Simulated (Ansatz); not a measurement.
`BC([SiH3])B[SiH3]` + `[OH][Al]([O][SiH3])[O][SiH3]` → `[SiH3][O][Al]([O][SiH3])[O][SiH3]` + `BC(B)[SiH3]`  (cleavage of the Si–B bond)

Calculated with Ansatz (gas phase, PBE0-D4/def2-TZVP geometries, no zero-point term in ΔE). CCSD(T)/CBS is the MP2 limit (def2-TZVPP, def2-QZVPP) plus CCSD(T) − MP2 in def2-TZVPP, frozen cores. DFT in def2-TZVPP. Each species was taken in one conformer, which may not be the lowest.

```
             level  ΔE (kcal/mol)
           PBE0-D4          -25.6
           ωB97X-V          -29.2
            r2SCAN          -28.3
SCS-MP2/def2-TZVPP          -32.6
   CCSD/def2-TZVPP          -30.9
CCSD(T)/def2-TZVPP          -29.5
     HF/def2-QZVPP          -40.2
    CCSD/CBS(def2)          -30.8
```

Task: What does CCSD(T)/CBS give? (Best estimate.)

Result: Computed: -29.4 kcal/mol. The listed levels differ from it by 3.8, 0.2, 1.1, -3.2, -1.5, -0.1, -10.8, -1.4 kcal/mol.

Largest T1 diagnostic among the species: 0.013.

The D4 term adds +1.8 kcal/mol with B3LYP and +1.0 kcal/mol with PBE0; it sums over pairs of atoms, weighted by their polarisabilities, and B3LYP, whose exchange is more repulsive, gets the larger term. From PBE to PBE0 (25 % exact exchange), in def2-TZVPP and without D4, ΔE moves by −2.5 kcal/mol.

B3LYP here is the variant with VWN-RPA as its local correlation; programs differ in this.
